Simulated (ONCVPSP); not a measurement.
**Pseudopotential generation for Hf: ONCV, PBE, scalar-relativistic.**

```
Element                 : Hf (Z = 72)
Generator               : ONCVPSP 4.0.1
Type                    : optimised norm-conserving Vanderbilt (ONCV)
Functional              : PBE
Relativity              : scalar-relativistic
Frozen core             : [Kr] 4d10 4f14
Valence charge          : 12
Reference configuration : 5s2 5p6 5d2 6s1 (charge +1)
Partial waves           : 5s+6s: rc 1.70 bohr, ncon 4, nbas 9, qcut 6.4 1/bohr, 2 projectors; 5p: rc 1.75 bohr, ncon 4, nbas 8, qcut 8.1 1/bohr, 2 projectors, debl 3.7 Ha; 5d: rc 3.10 bohr, ncon 4, nbas 9, qcut 4.7 1/bohr, 2 projectors, debl 1.3 Ha
Local potential         : polynomial inside 1.25 bohr (lpopt 4, dvloc0 0 Ha)
Core correction         : polynomial model core, fcfact 0.55
```

Results:

- Cutoffs needed: 21 Ha and 25 Ha (the cutoffs (Ha) at which the residual kinetic energy of the hardest occupied pseudo-wave falls to 1 and 0.1 mHa per electron)
- Ghost test: no bound ghost flagged; GHOST(+) flagged for s at 206.0 eV
- Largest excitation error: -14 meV (all-electron minus pseudo) for 5s2 5p6 5d2 6s0, out of 4 test configurations
- rms error of d²Exc/dni dnj: 6.80 mHa without and 1.05 mHa with the model core

Generation and tests took about 5.7 s on one core of a shared server CPU.
